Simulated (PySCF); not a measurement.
# Ne⁺: ionisation energy

Ne⁺ [He] 2s2 2p5 (2P) → Ne²⁺ [He] 2s2 2p4 (3P), as a difference of total energies. Computed with PySCF 2.14 in x2c-QZVPPall (7s4p3d2f1g, 57 functions), with the spin-free X2C one-electron Hamiltonian (Gaussian nucleus). Correlated levels: valence and next inner shell: nothing frozen. The calculations carry no spin-orbit coupling.

| method | ionisation energy (eV) | error (eV) |
| --- | --- | --- |
| UHF | 39.259 | -1.704 |
| MP2 (valence and next inner shell) | 40.868 | -0.095 |
| SCS-MP2 (valence and next inner shell) | 40.868 | -0.095 |
| CCSD (valence and next inner shell) | 40.799 | -0.164 |
| CCSD(T) (valence and next inner shell) | 40.833 | -0.130 |

Reference: 40.963 eV (measured; NIST Atomic Spectra Database, ionization energies).

Errors of the correlated levels include the incompleteness of this basis.
